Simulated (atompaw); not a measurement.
Reading a pseudo-wave (cobalt (Co))

Columns: radius, all-electron u(r) and pseudo u(r) of the 4p shell (level -14.45 eV) of cobalt in the configuration [Ne] 3s2 3p6 3d7 4s0 4p0; PBEsol, scalar-relativistic, PAW (atompaw) scheme, atompaw 4.2.0.5.

```
r (bohr)  all-electron   pseudo
   0.067        0.1104  -0.0010
   0.135        0.1688  -0.0041
   0.202        0.1174  -0.0088
   0.269        0.0134  -0.0147
   0.337       -0.0980  -0.0210
   0.404       -0.1881  -0.0270
   0.471       -0.2490  -0.0317
   0.538       -0.2801  -0.0342
   0.606       -0.2846  -0.0336
   0.673       -0.2675  -0.0292
   0.740       -0.2343  -0.0202
   0.808       -0.1889  -0.0059
   0.875       -0.1364   0.0136
   0.942       -0.0794   0.0384
   1.010       -0.0193   0.0688
   1.077        0.0405   0.1035
   1.144        0.0996   0.1421
   1.212        0.1576   0.1844
   1.279        0.2124   0.2280
   1.346        0.2642   0.2724
   1.413        0.3128   0.3165
   1.481        0.3585   0.3599
   1.548        0.4000   0.4004
   1.615        0.4379   0.4380
   1.683        0.4727   0.4727
   1.750        0.5035   0.5035
```

Task: How many radial nodes do the two functions have?

Result: The all-electron 4p function has n − l − 1 = 2; the pseudo-wave has 1, since 1 lower shell of the same l stays in the valence.

Task: Is the pseudo-wave norm-conserving?

Result: No, it belongs to a PAW set: the norm inside the radius is not constrained, and the difference is carried by the augmentation charge.
